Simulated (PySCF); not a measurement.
ZrF2I2, SMILES [F][Zr]([F])([I])[I], multiplicity 1. Geometry optimised at B3LYP-D3(BJ)/def2-SVP. The multiplicity is an assumed one; no other spin state was optimised. The structure was generated by enumeration; whether it is a known compound was not checked. The def2 effective core potentials stand for the cores of I, Zr; spin–orbit coupling is left out.

Computed equilibrium geometry at B3LYP-D3(BJ)/def2-SVP (PySCF confirms it by a frequency run) as bond lengths and angles, and its point group:
point group C2v.
Atoms: Zr1 F2 F3 I4 I5. Bonded distances (Å): Zr1–F2 1.891, Zr1–F3 1.891, Zr1–I4 2.716, Zr1–I5 2.716. Angles (°): F2–Zr1–F3 109.3, F2–Zr1–I4 109.5, F2–Zr1–I5 109.5, F3–Zr1–I4 109.5, F3–Zr1–I5 109.5, I4–Zr1–I5 109.6.
